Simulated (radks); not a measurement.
Coulomb parameter of the 3d shell of the nickel ion Ni2+ in the model configuration [Ar] 3d7 4s1, as a second difference U = [E(n + 0.5) + E(n - 0.5) - 2 E(n)] / (0.5)^2 with all orbitals relaxed. "Bare": the charge of the atom changes with n. "Screened": the 4s shell takes up the change at fixed total charge, which measures U(3d,3d) + U(4s,4s) - 2 U(3d,4s). Calculated with a radial shooting solver on a logarithmic mesh with Libxc functionals: scalar-relativistic Kohn-Sham, BLYP, spin-unpolarised, spherical densities, point nucleus.

case              configuration  E - E(n) (eV)
start              [Ar] 3d7 4s1          0.000
bare +0.5        [Ar] 3d7.5 4s1        -15.196
bare -0.5        [Ar] 3d6.5 4s1         19.845
screened +0.5  [Ar] 3d7.5 4s0.5         -4.844
screened -0.5  [Ar] 3d6.5 4s1.5          6.056

U(bare) = 18.597 eV, U(screened by 4s) = 4.851 eV, against the Slater integral F0(3d,3d) = 27.654 eV with frozen orbitals.
